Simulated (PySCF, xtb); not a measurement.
CH3ISe, SMILES [Se](I)C.

The structure is a stationary point at PBE0-D3(BJ)/def2-SVP. The def2 effective core potentials stand for the cores of I; spin–orbit coupling is left out.

Calculation: C-PCM-M06-2X/def2-SVP in PySCF.

The values are the electrostatic part of the solvation free energy, E(continuum) − E(gas) at the gas-phase geometry, in a cavity of scaled van der Waals radii (PySCF's table); cavitation and dispersion terms are not included. In vacuum the orbital gap is 5.73 eV. The dipole moment in vacuum is 1.88 D.

| solvent | ε | ΔG(elec) (kcal/mol) | dipole (D) | gap (eV) |
|---|---|---|---|---|
| water | 78.36 | -3.0 | 2.53 | 5.84 |
| ethanol | 24.85 | -2.9 | 2.51 | 5.84 |
| acetone | 20.49 | -2.9 | 2.50 | 5.84 |

For comparison, GFN2-xTB/ALPB(water) (xtb, at the GFN2-xTB geometry, all terms of that model) gives -1.5 kcal/mol.
